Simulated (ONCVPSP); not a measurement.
# How hard is this helium ONCV potential?

ONCVPSP 4.0.1 input, shortened (lines: element, Z, core and valence counts, functional; n l f; lmax; l rc ep ncon nbas qcut; lloc lpopt rc5 dvloc0; l nproj debl; icmod fcfact rcfact), PBEsol, scalar-relativistic:

```
  He 2.00    0    1  -116133      upf
    1    0    1.00
    1
    0    0.65    0.00    4    7    9.10
    1    0.55    0.17    4    7   13.90
    4    5    0.45    0.00
    0    1    1.10
    1    1    1.30
    0    0.00    0.00
```

**Question.** For each optimised wave give the share of its norm inside rc, the residual kinetic energy above qcut (Ha) and the cutoffs (Ha) for errors of 10, 1, 0.1 and 0.01 mHa per electron.

**Answer.**

| wave | norm inside rc | residual KE | 10 mHa | 1 mHa | 0.1 mHa | 0.01 mHa |
| --- | --- | --- | --- | --- | --- | --- |
| 1s | 0.457 | 7.1e-03 | 38.4 | 180.7 | 274.8 | 323.2 |
| p projector 1 | 0.009 | 2.1e-06 | 6.5 | 17.5 | 41.2 | 73.4 |

The occupied waves need 181 Ha and 275 Ha for 1 and 0.1 mHa. Rows with under 1 % of the norm inside rc give no meaningful cutoff.
